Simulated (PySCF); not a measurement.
CH6OSi, SMILES C[SiH2]O (B3LYP/def2-SVP optimised geometry):

```
9

Si    -0.794    -0.295     0.000
C     -1.520    -1.161     1.503
O      0.881    -0.295     0.000
H     -1.182     1.141     0.000
H     -1.323    -0.951    -1.238
H     -1.252    -2.231     1.528
H     -2.621    -1.095     1.487
H     -1.164    -0.699     2.438
H      1.323    -1.141    -0.130
```

Computed with B3LYP/def2-TZVP (PySCF).

**Question.** What are the frontier orbital energies and the dipole moment?

**Answer.** HOMO-2 -9.86 eV, HOMO-1 -8.78 eV, HOMO -8.19 eV, LUMO 0.13 eV, LUMO+1 0.83 eV; dipole moment 1.70 D.

On the same geometry PBE/def2-TZVP (PySCF) gives HOMO-2 -8.51 eV, HOMO-1 -7.55 eV, HOMO -6.93 eV, LUMO -0.44 eV, LUMO+1 0.35 eV; dipole moment 1.67 D.

Meta-Löwdin charges at B3LYP/def2-TZVP: Si1 0.91, C2 -0.60, O3 -0.75, H4 -0.12, H5 -0.14, H6 0.12, H7 0.13, H8 0.13, H9 0.35.
